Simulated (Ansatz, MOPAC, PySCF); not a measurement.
Constitutional and geometric isomers with formula C2H6OS. All species are isolated molecules in the gas phase. One relaxed conformer stands for each flexible species; it need not be the lowest. Strings in code marks are SMILES.

Quantity: vertical ionisation energy (energy after one electron is removed minus that of the parent at the parent's geometry), in eV.

Level 1: M06-2X/def2-TZVP // PBE0-D3(BJ)/def2-TZVP (PySCF)
Level 2: frozen-core MP2/cc-pVTZ // PBE0-D3(BJ)/def2-TZVP (Ansatz, a quantum-chemistry and plane-wave program)
Level 3: minus the HOMO energy of PM6 // PBE0-D3(BJ)/def2-TZVP (MOPAC)
Level 4: minus the HOMO energy of PM7 // PBE0-D3(BJ)/def2-TZVP (MOPAC)

| species | level 2 | level 3 | level 4 |
|---|---|---|---|
| `C[C@@H](O)S` (S–C–O–H torsion 47°, O–C–S–H torsion 66°) | 9.63 | 9.51 | 9.36 |
| `CSCO` (C–S–C–O torsion -65°, S–C–O–H torsion -54°) | 9.09 | 9.05 | 8.91 |
| `COCS` (C–O–C–S torsion -69°, O–C–S–H torsion -68°) | 9.64 | 9.32 | 9.18 |

Task: What does level 1 give for each, and how far do the other levels lie from it on average?

Result: 
- `C[C@@H](O)S` (S–C–O–H torsion 47°, O–C–S–H torsion 66°): 9.66
- `CSCO` (C–S–C–O torsion -65°, S–C–O–H torsion -54°): 9.11
- `COCS` (C–O–C–S torsion -69°, O–C–S–H torsion -68°): 9.68
Mean absolute difference from level 1, which has limits of its own, over these rows (drawn at random from the members that have all these levels): level 2 0.028 eV, level 3 0.186 eV, level 4 0.329 eV.
